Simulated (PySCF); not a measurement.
**C4H4NOSi: g tensor and hyperfine couplings**

C4H4NOSi (doublet state).
SMILES with atom numbers: `[N:1]#[C:2][Si@H:3]1[CH:4][O:5][CH:6]=[CH:7]1` (hydrogens: H8 on Si3; H9 on C4; H10 on C6; H11 on C7)

Method used: PySCF 2.14.0, UKS B3LYP, pcH-1 on C H N O Si, non-relativistic, mean-field spin-orbit, GIAO. Geometry: GFN2-xTB; no solvent, vibrations or thermal averaging. A GFN2-xTB geometry isn't a minimum of the functional, and hyperfine couplings can be far from their values at a DFT geometry. The SCF solution wasn't tested for stability.

| Quantity | Value |
| --- | --- |
| g1, g2, g3 | 2.00213, 2.00265, 2.00406 |
| g_iso | 2.00295 |
| Form of g | rhombic: the two nearest values differ by 27 % of g3 − g1 |
| ⟨S²⟩ | 0.7540 (exact 0.7500) |
| α and β electrons | 29, 28 |
| HOMO–LUMO gap, α and β orbitals | 4.96, 4.66 eV |

Isotropic coupling and dipolar principal values T1 to T3, in MHz:

| atom | isotope | a_iso | of which spin–orbit | T1 | T2 | T3 | Mulliken spin population |
| --- | --- | --- | --- | --- | --- | --- | --- |
| N1 | 14N | 0.4 | 0.0 | -0.9 | -0.4 | 1.3 | 0.00 |
| C2 | 13C | 55.6 | 0.0 | -2.5 | -2.0 | 4.5 | 0.02 |
| Si3 | 29Si | 43.6 | 0.0 | -6.6 | 0.3 | 6.3 | 0.02 |
| C4 | 13C | 70.9 | -0.1 | -67.6 | -65.0 | 132.6 | 0.83 |
| O5 | 17O | -12.3 | 0.0 | -43.6 | 21.2 | 22.4 | 0.07 |
| C6 | 13C | -1.8 | 0.0 | -2.2 | 0.6 | 1.6 | 0.00 |
| C7 | 13C | 1.9 | 0.0 | -5.7 | -3.1 | 8.8 | 0.07 |
| H8 | 1H | 66.8 | 0.0 | -3.1 | -1.7 | 4.8 | 0.03 |
| H9 | 1H | -52.8 | 0.0 | -31.6 | -0.9 | 32.6 | -0.04 |
| H10 | 1H | -3.6 | 0.0 | -3.4 | -2.6 | 6.1 | 0.00 |
| H11 | 1H | -5.3 | 0.0 | -3.7 | -1.4 | 5.1 | 0.00 |

Largest spin populations (Mulliken): C4 (+0.83), C7 (+0.07) and O5 (+0.07). C4 is the only atom above +0.15. The angles at C4 add up to 360.0°, so it is planar; its axial dipolar tensor and the negative coupling of its proton fit spin in a p orbital normal to that plane.

Axes: g3 points within 2° of the C4–H9 bond.

Under fast tumbling the dipolar parts average out, and these isotropic splittings remain: 1 × 1H (H8, I = 1/2, 2 lines) with 2.38 mT, 1 × 1H (H9, I = 1/2, 2 lines) with 1.88 mT, 1 × 1H (H11, I = 1/2, 2 lines) with 0.19 mT and 1 × 1H (H10, I = 1/2, 2 lines) with 0.13 mT.

The 29Si coupling of Si3 (43.6 MHz) shows only in satellite lines or after enrichment, since that isotope makes up about 4.7 % of natural silicon.

The 13C coupling of C4 (70.9 MHz) shows only in satellite lines or after enrichment, since that isotope makes up about 1.07 % of natural carbon.

The spin density at the nucleus, in bohr⁻³, is negative for Si3 (-0.0491), H9 (-0.0118) and C6 (-0.0016), for instance. A restricted open-shell determinant has no negative spin density anywhere; here it arises because α and β orbitals differ (spin polarisation).

The run took 46 s of wall time (grids of density and orbitals included) on an Arm Neoverse V1 with one thread, shared host, and the process peaked at 0.86 GiB of memory.
